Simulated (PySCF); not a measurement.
**Arsenic: a sound run and one with changed settings**

Sound run: As⁺ [Ar] 3d10 4s2 4p2, As²⁺ [Ar] 3d10 4s2 4p1. All numbers are calculated (PySCF 2.14, scalar relativity by spin-free X2C-1e, in x2c-TZVPall (6s5p4d1f, 48 functions)). In the sound run the correlated levels freeze [Ar] 3d10. The sound run starts from symmetry-adapted Hartree-Fock orbitals and uses a fine grid where one is needed.

Changed run: initial guess minao, at most 50 SCF cycles.

```json
{"species": "As⁺", "method": "UHF", "sound run (hartree)": "-2258.66337", "changed run (hartree)": "-2258.66337", "converged": "yes"}
{"species": "As⁺", "method": "LDA", "sound run (hartree)": "-2256.89387", "changed run (hartree)": "-2256.89387", "converged": "yes"}
{"species": "As⁺", "method": "CCSD(T)", "sound run (hartree)": "-2258.73266", "changed run (hartree)": "-2258.73266", "converged": "yes"}
{"species": "As²⁺", "method": "B3LYP", "sound run (hartree)": "-2259.70312", "changed run (hartree)": "-2259.70312", "converged": "yes"}
{"species": "As²⁺", "method": "MP2", "sound run (hartree)": "-2258.04312", "changed run (hartree)": "-2258.04312", "converged": "yes"}
```

Here the plain start reaches the same solutions.
